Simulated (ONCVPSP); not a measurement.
Varying the ONCV potential for Ar

Base potential:

ONCVPSP 4.0.1 input, shortened (lines: element, Z, core and valence counts, functional; n l f; lmax; l rc ep ncon nbas qcut; lloc lpopt rc5 dvloc0; l nproj debl; icmod fcfact rcfact), PBE, scalar-relativistic:

```
  Ar 18.00    3    2        4      upf
    1    0    2.00
    2    0    2.00
    2    1    6.00
    3    0    2.00
    3    1    5.00
    1
    0    0.95    0.00    4    8    5.50
    1    1.35    0.00    4    8    6.20
    4    5    0.95    6.00
    0    1    3.10
    1    2    0.60
    3    4.75    1.15
```

In the p channel the program set the typed energies aside and used -0.813, 0.250 Ha.

All-electron outer shells of the reference configuration (PBE, scalar-relativistic, ld1.x):

```tsv
shell	level (eV)	outermost node (bohr)	outermost maximum (bohr)
2s	-310.89	0.12	0.34
2p	-243.82	–	0.28
3s	-36.70	0.51	1.16
3p	-22.12	0.49	1.26
```

Cutoffs, loose and tight: the cutoffs (Ha) at which the residual kinetic energy of the hardest occupied pseudo-wave falls to 1 and 0.1 mHa per electron. They do not see the model core or the augmentation charge, which bear on the density cutoff. Test errors are all-electron minus pseudo excitation energies from the reference, over the configurations 3s2 3p6; 3s2 3p4; 3s2 3p3; 3s1 3p6. A dash means not determined; rows that change the core or the reference have their own tests.

```csv
change,outcome,"cutoff, loose","cutoff, tight",bound ghosts,GHOST(+) flags above zero,largest test error (meV)
base,"generated, projector energies reset by the program",145 Ha,196 Ha,none,none,+36
functional PBEsol,"generated, projector energies reset by the program",143 Ha,196 Ha,none,none,+40
s: qcut 8; p: qcut 9,"generated, projector energies reset by the program",109 Ha,194 Ha,none,none,+42
"local potential polynomial inside 0.95 bohr (lpopt 5, dvloc0 7.5 Ha)","generated, projector energies reset by the program",145 Ha,196 Ha,none,none,+35
"s: ncon 5, nbas 9","generated, projector energies reset by the program",234 Ha,266 Ha,none,none,+40
p: rc 1.58,"generated, projector energies reset by the program",145 Ha,196 Ha,none,none,+27
```
